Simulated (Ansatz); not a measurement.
`[Li][O][Si](C)(C)C` and `C[Si](C)(C)[GaH2]` differ in one atom or group.

Ansatz, PBE0-D4/def2-TZVP geometries, multiplicity 1. Each molecule was computed in one conformer, which needn't be the lowest.

Scalar relativity is left out up to krypton.

```tsv
property	`[Li][O][Si](C)(C)C`
HOMO–LUMO gap (PBE0/def2-TZVPP) / eV	5.37
HOMO energy (PBE/def2-TZVPP) / eV	-5.13
HOMO–LUMO gap (ωB97M-V/def2-TZVPP) / eV	8.14
HOMO energy (B3LYP/def2-TZVPP) / eV	-6.29
size of the dipole moment (ωB97M-V/def2-TZVPP) / D	6.67
HOMO–LUMO gap (B3LYP/def2-TZVPP) / eV	4.91
```

Give the same properties after the change, and the shifts. (Best estimate.)

The calculation gave: 
| property | `C[Si](C)(C)[GaH2]` | shift |
| --- | --- | --- |
| HOMO–LUMO gap (PBE0/def2-TZVPP) / eV | 5.01 | -0.36 |
| HOMO energy (PBE/def2-TZVPP) / eV | -5.79 | -0.66 |
| HOMO–LUMO gap (ωB97M-V/def2-TZVPP) / eV | 8.71 | 0.57 |
| HOMO energy (B3LYP/def2-TZVPP) / eV | -6.67 | -0.38 |
| size of the dipole moment (ωB97M-V/def2-TZVPP) / D | 1.34 | -5.33 |
| HOMO–LUMO gap (B3LYP/def2-TZVPP) / eV | 4.59 | -0.32 |

With PBE0 the HOMO falls by 0.36 eV and the LUMO falls by 0.72 eV, so the gap narrows by about 0.36 eV. PBE moves the HOMO by -0.66 eV and ωB97M-V by -0.05 eV. Dipoles are sizes alone; their direction can turn.

B3LYP here is the variant with VWN-RPA as its local correlation; programs differ in this.
